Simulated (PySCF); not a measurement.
All values below come from PBE-D3(BJ)/def2-TZVP // CAM-B3LYP-D3(BJ)/def2-TZVP (PySCF 2.14.0). All species are isolated molecules in the gas phase. 

Reference species (SMILES): `[Al]([F])([NH2])[NH2]` (neutral, multiplicity 1).

| Quantity | Value |
|---|---|
| dipole moment | 2.36 D |

Changed species: `[F][Al]([NH2])[F]` (whole molecule; the reference has whole molecule).

Q: What does the change do to the dipole moment?

A: the dipole moment rises by 0.20 D, to 2.56 D.
